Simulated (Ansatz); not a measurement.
Mulliken charges of FH4N2NbO, SMILES `[NH2][Nb]([NH2])(=[O])[F]` from r2SCAN/def2-TZVPP in Ansatz (PBE0-D4/def2-TZVP geometry).

```json
{"atom": "N1", "x (Å)": "-1.349", "y (Å)": "-0.971", "z (Å)": "-0.261", "charge (e)": "-0.617"}
{"atom": "Nb2", "x (Å)": "0.398", "y (Å)": "-0.105", "z (Å)": "-0.538", "charge (e)": "1.478"}
{"atom": "N3", "x (Å)": "0.861", "y (Å)": "1.094", "z (Å)": "0.954", "charge (e)": "-0.617"}
{"atom": "O4", "x (Å)": "1.560", "y (Å)": "-1.335", "z (Å)": "-0.560", "charge (e)": "-0.527"}
{"atom": "F5", "x (Å)": "0.358", "y (Å)": "0.885", "z (Å)": "-2.147", "charge (e)": "-0.421"}
{"atom": "H6", "x (Å)": "-1.479", "y (Å)": "-1.968", "z (Å)": "-0.166", "charge (e)": "0.189"}
{"atom": "H7", "x (Å)": "-2.230", "y (Å)": "-0.493", "z (Å)": "-0.129", "charge (e)": "0.163"}
{"atom": "H8", "x (Å)": "0.313", "y (Å)": "1.883", "z (Å)": "1.269", "charge (e)": "0.163"}
{"atom": "H9", "x (Å)": "1.658", "y (Å)": "0.964", "z (Å)": "1.559", "charge (e)": "0.189"}
```

Task: By hand: the dipole of these point charges (1 e Å = 4.8032 D).

Result: Σ q r = (-0.362, 0.137, 0.425) e Å, of length 0.575 e Å = 2.76 D.

Task: How does the dipole of the full density compare? (Estimate.)

Result: Computed: (-0.536, 0.240, 0.567) e Å, 3.92 D; the point charges give 0.70 times that, at 4° from its direction.

Point charges leave out the atoms' own dipoles, such as those of lone pairs, and Mulliken's split depends on the basis, so the two needn't agree.
